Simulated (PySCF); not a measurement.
Computed data sheet: SiH2Me(NMeEt), `[H][Si]([H])(C)N(C)CC`

SiH2Me(NMeEt), C₄H₁₃NSi.
Structure used (PBE0-D3(BJ)/def2-SVP), in Å, numbered top down from 1:
```xyz
19
C4H13NSi angstrom
Si     0.6583    1.2861    0.2412
H      1.5012    1.0701    1.4716
H      1.6002    1.6086   -0.8763
C     -0.4895    2.7258    0.5980
H      0.1101    3.6356    0.7603
H     -1.0870    2.5613    1.5078
H     -1.1750    2.9094   -0.2432
N     -0.2390   -0.1133   -0.2754
C     -1.4471   -0.5199    0.3982
C      0.3894   -1.1345   -1.0874
C      1.0554   -2.2649   -0.3106
H     -2.1502   -0.9852   -0.3173
H     -1.2866   -1.2481    1.2185
H     -1.9607    0.3507    0.8337
H     -0.3722   -1.5592   -1.7707
H      1.1391   -0.6492   -1.7351
H      1.4970   -3.0050   -0.9960
H      1.8585   -1.8783    0.3366
H      0.3353   -2.7964    0.3307
```

From PBE0-D3(BJ)/def2-SVP geometry optimisation, gas phase (PySCF):

```
Point group                  : C1
Rotational constants A, B, C : 5.010, 1.621, 1.373 GHz
```

From wB97X-D/def2-SVPD ground state, ΔSCF and vertical TDDFT (core frozen in the response) (PySCF):

```
Dipole moment                                                     : 0.81 D
HOMO energy                                                       : -8.04 eV
LUMO energy                                                       : 2.23 eV
HOMO–LUMO gap                                                     : 10.27 eV
Lowest singlet excitation                                         : 6.15 eV (201 nm, f = 0.011)
Strongest line among the 10 lowest singlet transitions            : S10 at 8.49 eV (146 nm, f = 0.080)
Lowest triplet excitation (Tamm–Dancoff)                          : 6.08 eV
Static isotropic polarisability                                   : 85.7 au
Vertical ionisation energy                                        : 8.09 eV
Electronic spatial extent ⟨r²⟩ about the centre of nuclear charge : 979 bohr²
```

PBE0/pcSseg-1 ground state and GIAO shieldings, non-relativistic (PySCF):

```
Lowest Hirshfeld atomic charge                              : -0.21 e on C4
Highest Hirshfeld atomic charge                             : +0.36 e on Si1
13C chemical shifts (computed TMS as zero) by class         : 51.3 (C10), 34.6 (C9), 13.9 (C11), -4.4 (C4) ppm
1H chemical shifts (computed TMS as zero) by class          : 4.74 (H2/H3), 2.88 (H15/H16), 2.42 (H12/H13/H14), 1.00 (H17/H18/H19), 0.28 (H5/H6/H7) ppm
Isotropic shieldings of nuclei other than C and H, by class : 237 (N8), 376 (Si1) ppm
Mayer bond orders between heavy atoms                       : Si1–C4 0.95, Si1–N8 0.96, N8–C9 0.96, N8–C10 0.96, C10–C11 1.04
```

**delta-SCF UKS SCAN, pcX-2 on the ionised atom, pcseg-1 elsewhere, spin-free X2C; 2p3/2 from a spin–orbit splitting computed afterwards within the 2p shell (PySCF)**

```
Core binding energies : Si2p3/2 106.4 (Si1), C1s 290.1 (C4), C1s 290.4 (C11), C1s 291.3 (C10), C1s 291.4 (C9), N1s 404.0 (N8), Si1s 1846.2 (Si1) eV
```

Monoisotopic mass (most abundant isotopes): 103.0817 u.

S1 lies 4.12 eV below the HOMO–LUMO gap; its leading configuration is HOMO→LUMO, weight 0.70. The dipole matches unit charges of opposite sign 0.17 Å apart (1 e·Å = 4.8032 D). No computed singlet falls in the visible range (750 to 380 nm, 1.65 to 3.26 eV); S1 lies 2.89 eV above its blue end. The principal polarisabilities are 75.9, 83.9 and 97.2 au; their mean is the isotropic value.

 NMR classes are plain means over equivalent atoms (diastereotopic ones count apart unless rotation or inversion swaps them), as if these changed places fast; in this geometry the members of some classes differ.

For the core-ionisation job (SCAN ΔSCF), hardware: one thread of an Arm Neoverse V1, shared host. Cost: 77 s of wall time, 0.74 GiB resident at most.

One conformer stands for the species.
